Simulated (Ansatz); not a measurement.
Gas-phase electronic energies from Ansatz, PBE0-D4/def2-TZVP geometries. CBS: MP2 limit from def2 TZ/QZ plus the TZ coupled-cluster correction, frozen cores. This one scheme is used for every species. Functionals use def2-TZVPP. For Br, Ga outer-core shells are correlated without core-valence functions, which leaves a few kJ/mol of doubt a bond. Scalar relativity is left out up to krypton. One conformer a species, not always the lowest.

`[NH2][Ga]([Cl])[Br]` + HBr → `[Cl][Ga]([Br])[Br]` + NH₃  (ligand exchange at a Ga–N bond)

`[NH2][Ga]([Cl])[Br]`:

```xyz
6

N     0.617   -0.016   -0.891
Ga   -0.396    0.044    0.585
Cl   -1.536    1.786    1.017
Br   -0.460   -1.707    2.024
H     1.139   -0.830   -1.164
H     0.636    0.723   -1.571
```

HBr:

Z-matrix (Å, degrees):
```
Br
H 1 1.420
```

`[Cl][Ga]([Br])[Br]`:

Z-matrix (Å, degrees):
```
Ga
Cl 1 2.117
Br 1 2.258 2 119.6
Br 1 2.258 2 119.6 3 -180.0
```

NH₃:

Z-matrix (Å, degrees):
```
N
H 1 1.013
H 1 1.013 2 107.1
H 1 1.013 2 107.1 3 -114.5
```

```
              species  ωB97M-V energy (Eh)
`[NH2][Ga]([Cl])[Br]`          -5015.05848
                  HBr          -2574.60884
 `[Cl][Ga]([Br])[Br]`          -7533.14553
                  NH₃            -56.55141
```

Question: Work out ΔE.

Answer: ΔE = (-7533.14553) + (-56.55141) − (-5015.05848) − (-2574.60884) = -0.02962 Eh = -18.6 kcal/mol. CCSD(T)/CBS gives -17.8 kcal/mol.

Largest T1 diagnostic among the species: 0.010.

In def2-TZVPP, CCSD(T) changes the Hartree–Fock value by +2.8 kcal/mol (the triples alone add +0.0 kcal/mol) and MP2 by +2.3 kcal/mol. From BLYP to BHLYP (50 % exact exchange), in def2-TZVPP and without D4, ΔE moves by −0.9 kcal/mol. At CCSD(T), def2-SVP lies +1.0 kcal/mol from the extrapolated value and def2-TZVPP −0.0 kcal/mol.
